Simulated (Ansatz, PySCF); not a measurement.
Sites of deprotonation of NB(N)O [diaminoborinic acid]:

A. NB(N)O [diaminoborinic acid] -> [NH-]B(N)O + H+
B. NB(N)O → NB(N)[O-] + H+

Quantity: gas-phase deprotonation energy (enthalpy at 298 K, with B3LYP-D3(BJ) rigid-rotor harmonic-oscillator terms from PySCF), kJ/mol. Each molecule is optimised on its own at B3LYP-D3(BJ)/def2-TZVP (Ansatz, an electronic-structure program), one conformer each, not searched for the lowest. Valence correlation only, unless marked. Spin-orbit coupling is left out. No relativistic terms. Basis-set limits of correlation are two-point, X^-3; Hartree-Fock from the larger set. Anions need diffuse functions, which plain sets lack and def2-D sets hold few of.

```tsv
	BHLYP/def2-TZVPD (Ansatz)	CAM-B3LYP-D3(BJ)/def2-TZVPD (Ansatz + dftd3)	CCSD/aug-cc-pVTZ (Ansatz)	CCSD(T)/CBS(aug-cc-pVTZ,aug-cc-pVQZ) (Ansatz)
A	1626.0	1605.6	1611.4	?
B	1571.0	1549.9	1560.2	?
```

Task: Some entries are withheld; supply them.

Result: 
- A, CCSD(T)/CBS(aug-cc-pVTZ,aug-cc-pVQZ) (Ansatz): 1602.5
- B, CCSD(T)/CBS(aug-cc-pVTZ,aug-cc-pVQZ) (Ansatz): 1551.1
